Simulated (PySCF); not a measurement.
# Molecular orbitals of SbCl⁻

ωB97X-V at R = 2.486 Å; PySCF, scalar-relativistic core potentials, basis sets Sb def2-TZVPPD with ECP28, Cl def2-TZVPPD. State: ²Π (doublet), unpaired electrons π ↑. Only the outer orbitals are listed, counted within each symmetry, core potentials removing the inner ones.

| spin | orbital | occ. | ε (eV) | on Sb (%) | main shells (%) |
| --- | --- | --- | --- | --- | --- |
| α | 7σ | 1 | -19.70 | 5 | 95 Cl s |
| α | 8σ | 1 | -11.84 | 84 | 83 Sb s, 13 Cl p |
| α | 4π | 1 | -6.47 | 7 | 93 Cl p |
| α | 9σ | 1 | -6.46 | 33 | 66 Cl p, 19 Sb p, 12 Sb s |
| α | 4π | 1 | -6.32 | 5 | 95 Cl p |
| α | 5π | 1 | -2.61 | 93 | 93 Sb p |
| α | 5π | 1 | -1.83 | 94 | 93 Sb p |
| α | 10σ | 0 | 4.83 | 98 | 93 Sb p, 78 Cl p, 9 Sb s |
| β | 7σ | 1 | -19.63 | 4 | 95 Cl s |
| β | 8σ | 1 | -11.02 | 79 | 79 Sb s, 18 Cl p |
| β | 4π | 1 | -6.30 | 5 | 95 Cl p |
| β | 9σ | 1 | -6.26 | 37 | 62 Cl p, 18 Sb p, 17 Sb s |
| β | 4π | 1 | -6.20 | 3 | 96 Cl p |
| β | 5π | 1 | -1.61 | 94 | 93 Sb p |
| β | 5π | 0 | 4.06 | 91 | 89 Sb p |
| β | 10σ | 0 | 4.87 | 102 | 89 Cl p, 85 Sb p, 21 Sb s |

Question: Which are the highest filled and the lowest empty level, where do they sit, and how wide is the gap?

Answer: Highest filled β 5π at -1.61 eV (in %: 93 Sb p); lowest empty β 5π at 4.06 eV (in %: 89 Sb p); the gap at ωB97X-V is 5.67 eV. Both belong to one degenerate shell, split only by its one-sided filling, so this is no excitation gap. An empty level above zero is unbound, and its energy depends on the basis.

```
bond order (Mayer)                                                                                                 : 0.78
⟨S²⟩                                                                                                               : 0.754
charge on Sb (Mulliken, basis-dependent)                                                                           : -0.44
charge on Sb (Löwdin, basis-dependent)                                                                             : -0.36
dipole moment (positive dipole points towards Cl; it is taken about the centre of mass and depends on that origin) : -1.87 D
```

Shares are Mulliken populations and can fall outside 0 to 100 %.

Spin–orbit coupling is left out. The state was picked by a PBE0 search and need not be the measured ground state.
